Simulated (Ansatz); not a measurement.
`FB(F)S` + `C[SiH3]` → `C[SiH2]B(F)S` + H–F at 500 K and 1 bar (formal exchange of groups at a B–F bond).

Calculated with Ansatz (gas phase, PBE0-D4/def2-TZVP geometries, no zero-point term in ΔE). CCSD(T)/CBS adds triple-zeta CCSD(T) − MP2 to the extrapolated MP2 energy (def2 sets, frozen cores). This one scheme is used for every species. Each species was taken in one conformer, which may not be the lowest.

| species | CCSD(T)/CBS energy (Eh) | H − E (kJ/mol) | S (J/(mol·K)) |
| --- | --- | --- | --- |
| `FB(F)S` | -622.90532 | 79.8 | 325.4 |
| `C[SiH3]` | -330.73916 | 189.7 | 296.8 |
| `C[SiH2]B(F)S` | -853.19003 | 236.6 | 437.2 |
| H–F | -100.39570 | 39.4 | 188.7 |

H − E and S are ideal-gas, rigid-rotor, harmonic terms from PBE0-D4/def2-TZVP, for one conformer and one mirror image of each species. 1 Eh = 2625.50 kJ/mol, R = 8.31446 J/(mol·K).

**Question.** By hand: ΔE, ΔH, ΔS and ΔG.

**Answer.** ΔE = (-853.19003) + (-100.39570) − (-622.90532) − (-330.73916) = 0.05875 Eh = 154.2 kJ/mol. Δ(H − E) = 236.6 + 39.4 − 79.8 − 189.7 = 6.5, so ΔH = 160.7 kJ/mol. ΔS = 437.2 + 188.7 − 325.4 − 296.8 = 3.7 J/(mol·K). ΔG = 160.7 − 500 × (3.7)/1000 = 158.8 kJ/mol.

**Question.** By hand: the equilibrium constant, and the temperature at which ΔG would vanish if ΔH and ΔS stayed fixed.

**Answer.** log₁₀ K = −ΔG/(RT ln 10) = -16.6. ΔG = 0 at ΔH/ΔS = 43432 K, far beyond where these terms or the molecules hold.

The number of gas molecules stays the same, so ΔS is small and ΔH decides. A doubt of 5 kJ/mol in ΔE shifts log₁₀ K by 0.5 here. Other conformers and mirror images would add mixing entropy, several J/(mol·K) or more a flexible species. Modes under 60 cm⁻¹, often nearly free rotors, make the harmonic entropy too high. These are equilibria of isolated gas molecules and say nothing of rates. Largest T1 diagnostic: 0.013 (customary marks: 0.02 for closed shells, 0.045 for open ones).
